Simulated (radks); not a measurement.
Se+, configuration [Ar] 3d8.5 4s2 4p4.5 (fractional occupations, a model configuration). Method: scalar-relativistic Kohn-Sham, LDA (Slater exchange, Perdew-Wang correlation), spin-polarised, spherical densities, point nucleus; open shells are filled with parallel spins first; computed with a radial shooting solver on a logarithmic mesh with Libxc functionals.

Unscreened Slater integrals over Kohn-Sham orbitals (hartree). They are taken over the spin-up orbitals.

| integral | value |
|---|---|
| F0(4p,4p) | 0.46927 |
| F2(4p,4p) | 0.24486 |
| F0(4p,4s) | 0.50573 |
| G1(4p,4s) | 0.33539 |
| F0(4p,3d) | 0.61280 |
| F2(4p,3d) | 0.12832 |
| G1(4p,3d) | 0.042641 |
| G3(4p,3d) | 0.039544 |
| F0(4s,4s) | 0.55331 |
| F0(4s,3d) | 0.70661 |
| G2(4s,3d) | 0.060785 |
| F0(3d,3d) | 1.5335 |
| F2(3d,3d) | 0.73683 |
| F4(3d,3d) | 0.46410 |

Derived for the open shells (J is the average intra-shell exchange parameter used in DFT+U). 3d: Racah B = F2/49 - 5 F4/441 = 0.009776 hartree, C = 35 F4/441 = 0.03683 hartree, C/B = 3.77, F4/F2 = 0.630, J = (F2 + F4)/14 = 0.08578 hartree. 4p: J = F2/5 = 0.04897 hartree.
